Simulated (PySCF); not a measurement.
Li₂ (SMILES [Li][Li]), singlet, geometry from GFN2-xTB (such geometries of metal compounds can be far from the true shape); PySCF with DF-PBE0/def2-SVPD.

Input for PySCF:
```python
from pyscf import gto, scf, dft

mol = gto.Mole()
mol.atom = '''
    Li   -0.000000   -0.000000   -1.149557
    Li    0.000000    0.000000    1.149557
'''
mol.basis = 'def2-svpd'
mol.charge = 0
mol.spin = 0
mol.verbose = 4
mol.build()

mf = dft.RKS(mol)
mf.xc = 'pbe0'
mf = mf.density_fit(auxbasis='def2-universal-jkfit')
mf.kernel()
```

The log (banner, timings and long lists left out):

```
PySCF version 2.14.0

[INPUT] verbose = 4
[INPUT] num. atoms = 2
[INPUT] num. electrons = 6
[INPUT] charge = 0
[INPUT] spin (= nelec alpha-beta = 2S) = 0
[INPUT] symmetry False subgroup None
[INPUT] Mole.unit = angstrom
[INPUT] Symbol           X                Y                Z      unit          X                Y                Z       unit  Magmom
[INPUT]  1 Li     0.000000000000   0.000000000000  -1.149557000000 AA    0.000000000000   0.000000000000  -2.172347894577 Bohr   0.0
[INPUT]  2 Li     0.000000000000   0.000000000000   1.149557000000 AA    0.000000000000   0.000000000000   2.172347894577 Bohr   0.0

nuclear repulsion = 2.07149140855129
number of shells = 12
number of NR pGTOs = 38
number of NR cGTOs = 24
basis = def2-svpd
ecp = {}

******** <class 'pyscf.df.df_jk.DFRKS'> ********
method = DFRKS
initial guess = minao
damping factor = 0
level_shift factor = 0
DIIS = <class 'pyscf.scf.diis.CDIIS'>
diis_start_cycle = 1
diis_space = 8
diis_damp = 0
SCF conv_tol = 1e-09
SCF conv_tol_grad = None
SCF max_cycles = 50
direct_scf = False
XC library pyscf.dft.libxc version 7.1.2
    S. Lehtola, C. Steigemann, M. J. T. Oliveira, and M. A. L. Marques,  SoftwareX 7, 1–5 (2018)
XC functionals = pbe0
    C. Adamo and V. Barone,  J. Chem. Phys. 110, 6158 (1999)
    M. Ernzerhof and G. E. Scuseria,  J. Chem. Phys. 110, 5029 (1999)
radial grids:
    Treutler-Ahlrichs [JCP 102, 346 (1995); DOI:10.1063/1.469408] (M4) radial grids

becke partition: Becke, JCP 88, 2547 (1988); DOI:10.1063/1.454033
pruning grids: <function nwchem_prune>
grids dens level: 3
symmetrized grids: False
atomic radii adjust function: <function treutler_atomic_radii_adjust>
small_rho_cutoff = 0
Set gradient conv threshold to 3.16228e-05
Initial guess from minao.
tot grids = 27448
******** <class 'pyscf.df.df.DF'> ********
auxbasis = def2-universal-jkfit
init E= -14.9322391248409
  HOMO = -0.164487238220435  LUMO = -0.0648502530724585  gap/eV = 2.71126
cycle= 1 E= -14.9404579100966  delta_E= -0.00822  |g|= 0.047  |ddm|= 1.09
  HOMO = -0.134257264035784  LUMO = -0.038315981711596  gap/eV = 2.61070
cycle= 2 E= -14.9415001451458  delta_E= -0.00104  |g|= 0.00841  |ddm|= 0.221
  HOMO = -0.142828635620832  LUMO = -0.0429901537712198  gap/eV = 2.71674
cycle= 3 E= -14.9415628384239  delta_E= -6.27e-05  |g|= 0.000971  |ddm|= 0.0296
  HOMO = -0.142196315551301  LUMO = -0.0425090520846606  gap/eV = 2.71263
cycle= 4 E= -14.9415637370356  delta_E= -8.99e-07  |g|= 6.65e-05  |ddm|= 0.00812
  HOMO = -0.142201812953495  LUMO = -0.0424957175600551  gap/eV = 2.71314
cycle= 5 E= -14.9415637538648  delta_E= -1.68e-08  |g|= 2.82e-06  |ddm|= 0.00109
  HOMO = -0.142201230647978  LUMO = -0.0424940000466537  gap/eV = 2.71317
cycle= 6 E= -14.9415637538827  delta_E= -1.79e-11  |g|= 3.26e-07  |ddm|= 2.56e-05
  HOMO = -0.142200921341448  LUMO = -0.0424937234934939  gap/eV = 2.71317
Extra cycle  E= -14.9415637538829  delta_E= -1.92e-13  |g|= 6.93e-08  |ddm|= 2.45e-06
converged SCF energy = -14.9415637538829
```
